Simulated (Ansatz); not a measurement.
`C#CN[AsH][SiH3]` + H₂O → `O[AsH][SiH3]` + `C#CN` at 298.15 K and 1 bar (formal hydrolysis of the As–N bond).

Program: Ansatz. Geometries: PBE0-D4/def2-TZVP. ΔE: electronic, gas phase. CCSD(T)/CBS is the MP2 limit (def2-TZVPP, def2-QZVPP) plus CCSD(T) − MP2 in def2-TZVPP, frozen cores. This one scheme is used for every species. For As outer-core shells are correlated without core-valence functions, which leaves a few kJ/mol of doubt a bond. Scalar relativity is left out up to krypton. Each species was taken in one conformer, which may not be the lowest.

| species | CCSD(T)/CBS energy (Eh) | H − E (kJ/mol) | S (J/(mol·K)) |
| --- | --- | --- | --- |
| `C#CN[AsH][SiH3]` | -2658.41225 | 202.4 | 382.5 |
| H₂O | -76.37941 | 66.4 | 188.7 |
| `O[AsH][SiH3]` | -2602.26090 | 140.9 | 326.6 |
| `C#CN` | -132.52893 | 129.7 | 253.5 |

H − E and S are ideal-gas, rigid-rotor, harmonic terms from PBE0-D4/def2-TZVP, for one conformer and one mirror image of each species. 1 Eh = 2625.50 kJ/mol, R = 8.31446 J/(mol·K).

Problem. By hand: ΔE, ΔH, ΔS and ΔG.

Solution. ΔE = (-2602.26090) + (-132.52893) − (-2658.41225) − (-76.37941) = 0.00183 Eh = 4.8 kJ/mol. Δ(H − E) = 140.9 + 129.7 − 202.4 − 66.4 = 1.8, so ΔH = 6.6 kJ/mol. ΔS = 326.6 + 253.5 − 382.5 − 188.7 = 8.9 J/(mol·K). ΔG = 6.6 − 298.15 × (8.9)/1000 = 3.9 kJ/mol.

Problem. By hand: the equilibrium constant, and the temperature at which ΔG would vanish if ΔH and ΔS stayed fixed.

Solution. log₁₀ K = −ΔG/(RT ln 10) = -0.7. ΔG = 0 at ΔH/ΔS = 742 K, though so small a ΔH makes that figure unsure.

TΔS isn't small against ΔH here. The sign of ΔG lies within the doubt. A doubt of 5 kJ/mol in ΔE shifts log₁₀ K by 0.9 here. Other conformers and mirror images would add mixing entropy, several J/(mol·K) or more a flexible species. Modes under 60 cm⁻¹, often nearly free rotors, make the harmonic entropy too high. These are equilibria of isolated gas molecules and say nothing of rates. Largest T1 diagnostic: 0.013 (customary marks: 0.02 for closed shells, 0.045 for open ones).
